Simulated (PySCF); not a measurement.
BeH6O2Si2. Atoms are numbered in the order given.

```xyz
11

Be    -0.0004    -0.0050     0.0004
O     -1.1627     0.1545     0.7852
Si    -2.5201     0.3468     1.7020
H     -2.4000    -0.4311     2.9694
H     -3.7185    -0.1353     0.9553
H     -2.7134     1.7872     2.0400
O      1.1620    -0.1633    -0.7844
Si     2.5205    -0.3422    -1.7024
H      2.2621    -1.2902    -2.8252
H      3.6373    -0.8776    -0.8704
H      2.9345     0.9734    -2.2713
```
Charge 0, spin multiplicity 1.

Geometry: B3LYP-D3(BJ)/def2-SVP. The structure was generated by enumeration; whether it is a known compound was not checked. The values are those of a single conformer.

Computed with ωB97X/def2-TZVP (PySCF).

Isolated molecule, no solvent.

```yaml
total_energy: -748.03283 hartree
highest_occupied_level: -11.10 eV
lowest_empty_level: 1.06 eV
orbital_gap: 12.17 eV
dipole_moment: 0.00 D
quadrupole, principal values (traceless, Buckingham form, about the centre of nuclear charge): -2.77, 1.38, 1.38 D·Å
mean_static_polarisability: 68.4 bohr³ (10.14 Å³)
polarisability_principal_values: 61.5, 61.5, 82.2 bohr³
```
